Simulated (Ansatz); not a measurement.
Ansatz (an electronic-structure program) input:

Ansatz 0.2 input:
```yaml
crystal:
  periodic: [false, false, false]
  atoms:
    - {symbol: S, position_ang: [1.56923687, -0.30498979, 0.11767735]}
    - {symbol: C, position_ang: [0.09578570, -0.03208337, 0.02546648]}
    - {symbol: S, position_ang: [-1.48646509, 0.34133103, -0.18265028]}
    - {symbol: H, position_ang: [-1.89906265, -0.38895954, 0.88676794]}
basis:
  gaussian:
    orbitals: def2-TZVPD
hamiltonian:
  xc: {name: SVWN5}
total_charge: 2
magnetization: {spin_polarized: true, initial_magnetization: 1}
```

Q: Predict the final energy.

A: -831.09821 Eh (SVWN5/def2-TZVPD). The basis has 138 functions.

This state (charge 2, doublet) is run at the relaxed geometry of the species with charge 1 and multiplicity 1.
